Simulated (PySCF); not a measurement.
# Exercise with solution: chemical shift, span and skew from a shielding tensor

C4H5N2, SMILES c1cnc[nH+]c1, charge +1. Atoms are numbered in the order given.

```xyz
11

C     -0.8451     1.1056     0.0000
C      0.5500     1.2651     0.0000
N      1.3960     0.2236     0.0000
C      0.8898    -0.9874     0.0000
N     -0.4491    -1.2095     0.0000
C     -1.3381    -0.1886     0.0000
H     -1.5232     1.9599     0.0000
H      1.0040     2.2610     0.0000
H      1.5422    -1.8656     0.0000
H     -0.7916    -2.1751     0.0000
H     -2.3986    -0.4466     0.0000
```
Charge +1, spin multiplicity 1.

Geometry optimised at TPSSh-D3(BJ)/def2-SVP. The isomer is the one that the SMILES or the coordinates give; other isomers of the formula were not compared.

GIAO shieldings from PBE0/pcSseg-1 in PySCF, non-relativistic, no solvent. The symmetric part of the tensor of C4 has the principal values -57.8, 2.7, 134.4 ppm. The same nucleus in TMS has σ = 186.3 ppm at this level (PySCF, at its B3LYP-D3(BJ)/def2-TZVP geometry).

Q: Work out the isotropic shielding, the ¹³C shift against TMS, the span and the skew.

A: 
σ(iso) = (σ11 + σ22 + σ33)/3 = 26.4 ppm. δ = σ(ref) − σ(iso) = 186.3 − (26.4) = 159.9 ppm.
Span Ω = σ33 − σ11 = 192.2 ppm. Skew κ = 3(σ(iso) − σ22)/Ω = 0.37. Tumbling in solution averages the tensor to δ; in a static solid the shielding alone would spread this spin-1/2 line over Ω.
